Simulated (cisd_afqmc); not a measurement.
Input (AFQMC/CISD/cc-pV(D+d)Z; cisd_afqmc is a phaseless AFQMC code with CISD trial states that reads the integrals written by Ansatz): A basis named .json is the Basis Set Exchange file of that set.

Ansatz 0.2 input:
```python
import cisd_afqmc

open("ham.yaml", "w").write("""\
crystal:
  periodic: [false, false, false]
  atoms:
    - {symbol: Al, position_ang: [-0.00000000, -0.00000000, -0.00000000]}
    - {symbol: H, position_ang: [0.67946849, -0.42854823, 1.36068290]}
    - {symbol: H, position_ang: [-0.32995491, 1.52085440, -0.27371628]}
    - {symbol: H, position_ang: [-0.34951358, -1.09230618, -1.08696662]}
basis:
  gaussian:
    orbitals: cc-pV_D+d_Z.json
magnetization: {spin_polarized: false}
correlation: {method: ccsd, electrons: outside_noble_gas, hamiltonian_folder: ham}
""")
rep = cisd_afqmc.ansatz("ham.yaml")
e_ccsd = rep["correlation"]["coupled_cluster"]["energy"]["hartree"]
out = cisd_afqmc.run("ham", e_ccsd, trial="CISD", walkers=200, populations=8, threads=8, dt=0.005, steps=40, early=24, settle=10, least=32,
    cut=5e-5, rank_cut=2e-4, target=0.0004, seconds=1500, seed=1, memory=17280, gpu=False)
```

Output:

```
orbitals 33, occupied [3], factors 169 of 375, rank of the doubles 40 of 90
E(HF) = -243.636386
E(CCSD) on the cut factors = -243.737550, shift to the whole factors -0.000013
Energy of the trial state on the determinant = -243.737433
  tau behind 7.2 of longer steps, mean of the populations' last blocks
   2.0  -243.73915
   4.0  -243.73922
   6.0  -243.73902
   8.0  -243.73909
blocks 324 (0 outliers left out), error by blocks joined: 1: 0.00003, 2: 0.00004, 4: 0.00005, 8: 0.00006, 16: 0.00007
E(AFQMC/CISD) = -243.73909 +/- 0.00007
```
